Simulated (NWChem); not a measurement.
System: thionyl fluoride (SOF2); SMILES O=S(F)F

Excerpt of the output:

```
             Northwest Computational Chemistry Package (NWChem) 7.3.0
             --------------------------------------------------------

                             Geometry "geometry" -> ""
                             -------------------------

 Output coordinates in angstroms (scale by  1.889725989 to convert to a.u.)

  No.       Tag          Charge          X              Y              Z
 ---- ---------------- ---------- -------------- -------------- --------------
    1 O                    8.0000     0.00598600    -1.37107100    -0.38989100
    2 S                   16.0000     0.00075300    -0.17281100     0.40340300
    3 F                    9.0000     1.16557500     0.78006600    -0.18642700
    4 F                    9.0000    -1.17233300     0.76986600    -0.18644000

 Effective nuclear repulsion energy (a.u.)     190.8287780679

                                 NWChem DFT Module
                                 -----------------

 Summary of "ao basis" -> "ao basis" (spherical)
 ------------------------------------------------------------------------------
       Tag                 Description            Shells   Functions and Types
 ---------------- ------------------------------  ------  ---------------------
 O                          6-311g**                 8       18   4s3p1d
 S                          6-311g**                12       26   6s5p1d
 F                          6-311g**                 8       18   4s3p1d

            General Information
            -------------------
          SCF calculation type: DFT
          Wavefunction type:  closed shell.
          No. of atoms     :     4
          No. of electrons :    42
           Alpha electrons :    21
            Beta electrons :    21
          Charge           :     0
          Spin multiplicity:     1
          Use of symmetry is: off; symmetry adaption is: off
          Maximum number of iterations: 150
          AO basis - number of functions:    80
                     number of shells:    36
          Convergence on energy requested:  1.00D-06
          Convergence on density requested:  1.00D-05
          Convergence on gradient requested:  5.00D-04

              XC Information
              --------------
                        BHLYP Method XC Functional
                     Hartree-Fock (Exact) Exchange  0.500
                        Slater Exchange Functional  0.500 local
                    Becke 1988 Exchange Functional  0.500 non-local
              Lee-Yang-Parr Correlation Functional  1.000

             Grid Information
             ----------------
          Grid used for XC integration:  medium
          Radial quadrature: Mura-Knowles
          Angular quadrature: Lebedev.
          Tag              B.-S. Rad. Rad. Pts. Rad. Cut. Ang. Pts.
          ---              ---------- --------- --------- ---------
          O                   0.60       49           7.0       434
          S                   1.00       88           6.0       590
          F                   0.50       49           7.0       434
          Grid pruning is: on
          Number of quadrature shells:   235
          Spatial weights used:  Erf1

      Superposition of Atomic Density Guess
      -------------------------------------

 Sum of atomic energies:        -671.06554375

      Non-variational initial energy
      ------------------------------

 Total energy =    -671.890304
 1-e energy   =   -1311.494562
 2-e energy   =     448.775480
 HOMO         =      -0.351772
 LUMO         =       0.019703

[...]

                                NWChem TDDFT Module
                                -------------------

            General Information
            -------------------
           No. of orbitals :     160
            Alpha orbitals :      80
             Beta orbitals :      80
        Alpha frozen cores :       0
         Beta frozen cores :       0
     Alpha frozen virtuals :       0
      Beta frozen virtuals :       0
         Spin multiplicity :       1
    Number of AO functions :      80
        Use of symmetry is : off
      Symmetry adaption is : off
         Schwarz screening :  0.10D-07

              XC Information
              --------------
                 BHLYP Method XC Functional
              Hartree-Fock (Exact) Exchange   0.50
                 Slater Exchange Functional   0.50 local
             Becke 1988 Exchange Functional   0.50 non-local
       Lee-Yang-Parr Correlation Functional   1.00

             TDDFT Information
             -----------------
          Calculation type : Tamm-Dancoff TDDFT
         Wavefunction type : Restricted singlets
          No. of electrons :      42
           Alpha electrons :      21
            Beta electrons :      21
              No. of roots :       6
          Max subspacesize :    5200
            Max iterations :     100
               Target root :       1
           Target symmetry : none
             Energy Cutoff :-0.18D+02
      Symmetry restriction : off
                 Algorithm : Optimal
        Davidson threshold :  0.10D-03

    6 smallest eigenvalue differences (eV)
--------------------------------------------------------
  No. Spin  Occ  Vir  Irrep   E(Occ)    E(Vir)   E(Diff)
--------------------------------------------------------
    1    1    4   22 a       -19.737    -0.017   536.610
    2    1    4   23 a       -19.737     0.026   537.793
    3    1    4   24 a       -19.737     0.093   539.603
    4    1    4   25 a       -19.737     0.181   542.011
    5    1    4   26 a       -19.737     0.193   542.324
    6    1    4   27 a       -19.737     0.260   544.138
--------------------------------------------------------

  Entering Davidson iterations
  Restricted singlet excited states

  Iter   NTrls   NConv    DeltaV     DeltaE      Time
  ----  ------  ------  ---------  ---------  ---------
    1      6       0     0.16E+00   0.10+100        8.6
    2     12       0     0.30E-01   0.21E-01        9.3
    3     18       0     0.59E-02   0.58E-03        9.0
    4     24       4     0.38E-03   0.35E-05        9.0
    5     26       6     0.79E-04   0.96E-08        7.4
  ----  ------  ------  ---------  ---------  ---------
  Convergence criterion met

  Ground state a        -673.005738932776 a.u.

  ----------------------------------------------------------------------------
  Root   1 singlet a             19.498855675 a.u.              530.5911 eV
  ----------------------------------------------------------------------------
     Transition Moments    X  0.05059   Y  0.00022   Z  0.00000
     Dipole Oscillator Strength                    0.0332717424
     Electric Quadrupole                           0.0007475697
     Magnetic Dipole                               0.0011869689
     Total Oscillator Strength                     0.0352062810

     Occ.    4  a   ---  Virt.   22  a        0.98501
     Occ.    4  a   ---  Virt.   26  a       -0.07836
     Occ.    4  a   ---  Virt.   30  a        0.12336
     Occ.    4  a   ---  Virt.   33  a       -0.05218
     Occ.    4  a   ---  Virt.   34  a        0.06098
  ----------------------------------------------------------------------------
  Root   2 singlet a             19.578258020 a.u.              532.7517 eV
  ----------------------------------------------------------------------------
     Transition Moments    X -0.00007   Y  0.01595   Z -0.03867
     Dipole Oscillator Strength                    0.0228388915
     Electric Quadrupole                           0.0005256019
     Magnetic Dipole                               0.0008123893
     Total Oscillator Strength                     0.0241768827

     Occ.    4  a   ---  Virt.   23  a        0.98209
     Occ.    4  a   ---  Virt.   24  a       -0.07805
     Occ.    4  a   ---  Virt.   25  a        0.08323
     Occ.    4  a   ---  Virt.   31  a        0.10734
     Occ.    4  a   ---  Virt.   35  a       -0.06047
  ----------------------------------------------------------------------------
  Root   3 singlet a             19.602626384 a.u.              533.4148 eV
  ----------------------------------------------------------------------------
     Transition Moments    X  0.00023   Y -0.05194   Z -0.01638
     Dipole Oscillator Strength                    0.0387616419
     Electric Quadrupole                           0.0011764982
     Magnetic Dipole                               0.0000012385
     Total Oscillator Strength                     0.0399393785

     Occ.    4  a   ---  Virt.   23  a        0.07382
     Occ.    4  a   ---  Virt.   24  a        0.88791
     Occ.    4  a   ---  Virt.   25  a       -0.19414
     Occ.    4  a   ---  Virt.   27  a       -0.37157
     Occ.    4  a   ---  Virt.   28  a        0.11111
     Occ.    4  a   ---  Virt.   38  a       -0.05239
     Occ.    4  a   ---  Virt.   40  a        0.08191
     Occ.    4  a   ---  Virt.   41  a       -0.06611
  ----------------------------------------------------------------------------
  Root   4 singlet a             19.797353629 a.u.              538.7136 eV
  ----------------------------------------------------------------------------
     Transition Moments    X  0.00003   Y -0.00632   Z -0.00634
     Dipole Oscillator Strength                    0.0010581725
     Electric Quadrupole                           0.0000278279
     Magnetic Dipole                               0.0000103630
     Total Oscillator Strength                     0.0010963633

[...]
```

Level: BHandHLYP/6-311G** (spherical d), restricted-window TDA. Coordinates come from a PBE0/def2-SVP optimisation. The quadrupole and magnetic terms of the printed total strengths depend on the origin.

### Question
Reconstruct the input file.

### Answer
This is not unique; one that fits is the input that was run:
```
start job
memory heap 200 mb stack 900 mb global 1100 mb
geometry units angstroms noautosym nocenter noautoz
  O      0.005986    -1.371071    -0.389891
  S      0.000753    -0.172811     0.403403
  F      1.165575     0.780066    -0.186427
  F     -1.172333     0.769866    -0.186440
end
basis spherical
  * library 6-311g**
end
dft
  xc bhlyp
  iterations 150
end
tddft
  cis
  ecut -17.5
  nroots 6
  notriplet
end
task tddft energy
```
